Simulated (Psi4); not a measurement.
C2H6AlFO2 (SMILES C[O][Al]([F])[O]C), singlet, geometry from GFN2-xTB (such geometries of metal compounds can be far from the true shape), atoms displaced at random by about 0.08 Å a coordinate; R2SCAN/6-31G, gradient in Psi4.

The Psi4 input:
```
memory 2 GB

molecule {
0 1
  Al    0.21738296    0.20621870    0.13966546
  F     0.94626995    1.63191988    1.21081989
  O    -0.86300279    0.62389676   -0.93312412
  C    -1.87646653    1.37710547   -1.55501234
  H    -1.78094618    2.36112179   -1.37781383
  H    -1.42368885    1.18649680   -2.56263882
  H    -2.94638695    1.08012039   -1.36356765
  O     0.64863180   -1.11424359    0.44612287
  C     0.80684838   -2.64688848    0.25250993
  H     0.09811725   -2.93748866   -0.37893273
  H     1.94781579   -2.84646371   -0.20133837
  H     0.47464074   -3.07299255    1.23699064
symmetry c1
no_reorient
no_com
}

set basis 6-31g

gradient('r2scan')
print_variables()
```

What does Psi4 print? Leave out banner, timings and long lists.


```
gradient() will perform analytic gradient computation.

   => Loading Basis Set <=

    Name: 6-31G
    Role: ORBITAL
    Keyword: BASIS

         ---------------------------------------------------------
                                   SCF
               by Justin Turney, Rob Parrish, Andy Simmonett
                          and Daniel G. A. Smith
                              RKS Reference
         ---------------------------------------------------------

  ==> Geometry <==

    Molecular point group: c1
    Full point group: C1

    Geometry (in Angstrom), charge = 0, multiplicity = 1:

       Center              X                  Y                   Z               Mass
    ------------   -----------------  -----------------  -----------------  -----------------
         AL           0.217382960000     0.206218700000     0.139665460000    26.981538530000
         F            0.946269950000     1.631919880000     1.210819890000    18.998403162730
         O           -0.863002790000     0.623896760000    -0.933124120000    15.994914619570
         C           -1.876466530000     1.377105470000    -1.555012340000    12.000000000000
         H           -1.780946180000     2.361121790000    -1.377813830000     1.007825032230
         H           -1.423688850000     1.186496800000    -2.562638820000     1.007825032230
         H           -2.946386950000     1.080120390000    -1.363567650000     1.007825032230
         O            0.648631800000    -1.114243590000     0.446122870000    15.994914619570
         C            0.806848380000    -2.646888480000     0.252509930000    12.000000000000
         H            0.098117250000    -2.937488660000    -0.378932730000     1.007825032230
         H            1.947815790000    -2.846463710000    -0.201338370000     1.007825032230
         H            0.474640740000    -3.072992550000     1.236990640000     1.007825032230

  Running in c1 symmetry.

  Rotational constants: A =      0.11699  B =      0.06194  C =      0.04140 [cm^-1]
  Rotational constants: A =   3507.13231  B =   1856.97412  C =   1241.28121 [MHz]
  Nuclear repulsion =  297.214183359569404

  Charge       = 0
  Multiplicity = 1
  Electrons    = 56
  Nalpha       = 28
  Nbeta        = 28

  ==> Algorithm <==

  SCF Algorithm Type is DF.
  DIIS enabled.
  MOM disabled.
  Fractional occupation disabled.
  Guess Type is SAD.
  Energy threshold   = 1.00e-08
  Density threshold  = 1.00e-08
  Integral threshold = 1.00e-12

  ==> Primary Basis <==

  Basis Set: 6-31G
    Blend: 6-31G
    Number of shells: 44
    Number of basis functions: 70
    Number of Cartesian functions: 70
    Spherical Harmonics?: false
    Max angular momentum: 1

  ==> DFT Potential <==

   => LibXC <=

    Version 7.1.2
    S. Lehtola, C. Steigemann, M. J. T. Oliveira, and M. A. L. Marques,  SoftwareX 7, 1–5 (2018) (10.1016/j.softx.2017.11.002)

   => Composite Functional: R2SCAN <=

    r2SCAN Meta-GGA XC Functional  (0.1021/acs.jpclett.0c02405)
    J. W. Furness, A. D. Kaplan, J. Ning, J. P. Perdew, J. Sun  J. Phys. Chem. Lett.  11, 8208–8215, 2020

    Deriv               =              1
    GGA                 =           TRUE
    Meta                =           TRUE

    Exchange Hybrid     =          FALSE
    MP2 Hybrid          =          FALSE

   => Exchange Functionals <=

    1.0000   XC_MGGA_X_R2SCAN

   => Correlation Functionals <=

    1.0000   XC_MGGA_C_R2SCAN

   => LibXC Density Thresholds  <==

    XC_MGGA_C_R2SCAN:  1.00E-15
    XC_MGGA_X_R2SCAN:  1.00E-11

   => Molecular Quadrature <=

    Radial Scheme          =       TREUTLER
    Pruning Scheme         =           NONE
    Nuclear Scheme         =       TREUTLER

    Blocking Scheme        =         OCTREE
    BS radius alpha        =              1
    Pruning alpha          =              1
    Radial Points          =             75
    Spherical Points       =            302
    Total Points           =         259515
    Total Blocks           =           1991
    Max Points             =            256
    Max Functions          =             67
    Weights Tolerance      =       1.00E-15

   => Loading Basis Set <=

    Name: (6-31G AUX)
    Role: JKFIT
    Keyword: DF_BASIS_SCF

  ==> Integral Setup <==

  SCF_SUBTYPE=INCORE selected. In-core MEM_DF algorithm will be used.
  Using in-core AOs.

  ==> MemDFJK: Density-Fitted J/K Matrices <==

    J tasked:                   Yes
    K tasked:                    No
    wK tasked:                   No
    Algorithm:                 Core
    Schwarz Cutoff:           1E-12
    Mask sparsity (%):       5.3061
    Fitting Condition:        1E-10

   => Auxiliary Basis Set <=

  Basis Set: (6-31G AUX)
    Blend: CC-PVDZ-JKFIT
    Number of shells: 210
    Number of basis functions: 685
    Number of Cartesian functions: 685
    Spherical Harmonics?: false
    Max angular momentum: 3

  Minimum eigenvalue in the overlap matrix is 1.4383959964E-02.
  Reciprocal condition number of the overlap matrix is 3.0623197124E-03.
    Using symmetric orthogonalization.

  ==> Pre-Iterations <==

  SCF Guess: Superposition of Atomic Densities via on-the-fly atomic UHF (no occupation information).

   -------------------------
    Irrep   Nso     Nmo
   -------------------------
     A         70      70
   -------------------------
    Total      70      70
   -------------------------

  ==> Iterations <==

                           Total Energy        Delta E     RMS |[F,P]|

   @DF-RKS iter SAD:  -571.35975317295106   -5.71360e+02   0.00000e+00
   @DF-RKS iter   1:  -571.67524445899062   -3.15491e-01   1.65372e-02 ADIIS/DIIS
   @DF-RKS iter   2:  -570.51255117039364    1.16269e+00   2.85405e-02 ADIIS/DIIS
   @DF-RKS iter   3:  -572.20554130680739   -1.69299e+00   2.78088e-03 ADIIS/DIIS
   @DF-RKS iter   4:  -572.21549235621728   -9.95105e-03   2.03689e-03 ADIIS/DIIS
   @DF-RKS iter   5:  -572.22310537123724   -7.61302e-03   5.53933e-04 ADIIS/DIIS
[...]
  @DF-RKS Final Energy:  -572.22370459842989
    Total Energy =                       -572.2237045984298902
[...]

Properties computed using the SCF density matrix

 Multipole Moments:

 ------------------------------------------------------------------------------------
     Multipole            Electronic (a.u.)      Nuclear  (a.u.)        Total (a.u.)
 ------------------------------------------------------------------------------------

 L = 1.  Multiply by 2.5417464519 to convert [e a0] to [Debye]
 Dipole X            :          0.1043939           -0.7950399           -0.6906460
 Dipole Y            :         -4.3788330            3.0187305           -1.3601025
 Dipole Z            :          5.9152091           -6.8886096           -0.9734005
 Magnitude           :                                                    1.8095246

 ------------------------------------------------------------------------------------

         ------------------------------------------------------------
                                   SCF GRAD
                          Rob Parrish, Justin Turney,
                       Andy Simmonett, and Alex Sokolov
         ------------------------------------------------------------

  ==> Geometry <==

    Molecular point group: c1
    Full point group: C1

    Geometry (in Angstrom), charge = 0, multiplicity = 1:

       Center              X                  Y                   Z               Mass
    ------------   -----------------  -----------------  -----------------  -----------------
         AL           0.217382960000     0.206218700000     0.139665460000    26.981538530000
         F            0.946269950000     1.631919880000     1.210819890000    18.998403162730
         O           -0.863002790000     0.623896760000    -0.933124120000    15.994914619570
         C           -1.876466530000     1.377105470000    -1.555012340000    12.000000000000
         H           -1.780946180000     2.361121790000    -1.377813830000     1.007825032230
         H           -1.423688850000     1.186496800000    -2.562638820000     1.007825032230
         H           -2.946386950000     1.080120390000    -1.363567650000     1.007825032230
         O            0.648631800000    -1.114243590000     0.446122870000    15.994914619570
         C            0.806848380000    -2.646888480000     0.252509930000    12.000000000000
         H            0.098117250000    -2.937488660000    -0.378932730000     1.007825032230
         H            1.947815790000    -2.846463710000    -0.201338370000     1.007825032230
         H            0.474640740000    -3.072992550000     1.236990640000     1.007825032230

  Nuclear repulsion =  297.214183359569404

  ==> Basis Set <==

  Basis Set: 6-31G
    Blend: 6-31G
    Number of shells: 44
    Number of basis functions: 70
    Number of Cartesian functions: 70
    Spherical Harmonics?: false
    Max angular momentum: 1

  ==> DFJKGrad: Density-Fitted SCF Gradients <==

    Gradient:                    1
    J tasked:                  Yes
    K tasked:                   No
    wK tasked:                  No
    Integrals threads:           1
    Schwarz Cutoff:          1E-12
    Fitting Condition:       1E-10

   => Auxiliary Basis Set <=

  Basis Set: (6-31G AUX)
    Blend: CC-PVDZ-JKFIT
    Number of shells: 210
    Number of basis functions: 685
    Number of Cartesian functions: 685
    Spherical Harmonics?: false
    Max angular momentum: 3

  ==> DFT Potential <==

   => LibXC <=

    Version 7.1.2
    S. Lehtola, C. Steigemann, M. J. T. Oliveira, and M. A. L. Marques,  SoftwareX 7, 1–5 (2018) (10.1016/j.softx.2017.11.002)

   => Composite Functional: R2SCAN <=

    r2SCAN Meta-GGA XC Functional  (0.1021/acs.jpclett.0c02405)
    J. W. Furness, A. D. Kaplan, J. Ning, J. P. Perdew, J. Sun  J. Phys. Chem. Lett.  11, 8208–8215, 2020

    Deriv               =              1
    GGA                 =           TRUE
    Meta                =           TRUE

    Exchange Hybrid     =          FALSE
    MP2 Hybrid          =          FALSE

   => Exchange Functionals <=

    1.0000   XC_MGGA_X_R2SCAN

   => Correlation Functionals <=

    1.0000   XC_MGGA_C_R2SCAN

   => LibXC Density Thresholds  <==

    XC_MGGA_C_R2SCAN:  1.00E-15
    XC_MGGA_X_R2SCAN:  1.00E-11

   => Molecular Quadrature <=

    Radial Scheme          =       TREUTLER
    Pruning Scheme         =           NONE
    Nuclear Scheme         =       TREUTLER

    Blocking Scheme        =         OCTREE
    BS radius alpha        =              1
    Pruning alpha          =              1
    Radial Points          =             75
    Spherical Points       =            302
    Total Points           =         259515
    Total Blocks           =           1991
    Max Points             =            256
    Max Functions          =             67
    Weights Tolerance      =       1.00E-15

  -Total Gradient:
     Atom            X                  Y                   Z
    ------   -----------------  -----------------  -----------------
       1        0.014409678155    -0.317697652629    -0.032790310619
       2        0.024051043668     0.046630095388     0.037050856629
       3        0.057540453967    -0.014751868984     0.011508862600
       4       -0.012923359214     0.070761006712     0.052814802816
       5       -0.006894634630    -0.076505640997    -0.020937703923
       6        0.042966995695    -0.013295404123     0.008612683051
       7       -0.022523166149     0.006774407641     0.005802175910
       8       -0.101327341013     0.356186141505    -0.046445698251
       9       -0.087960609732    -0.070306277414    -0.061386429820
      10        0.058239804739     0.021102723100     0.068731547362
      11        0.062007562099    -0.006693827173    -0.034162796948
      12       -0.027013203234    -0.003144360749     0.011278678265

  Variable Map:
  ----------------------------------------------------------------------------
[...]
  Array Variable Map:
  ----------------------------------------------------------------------------
[...]
[...]
```
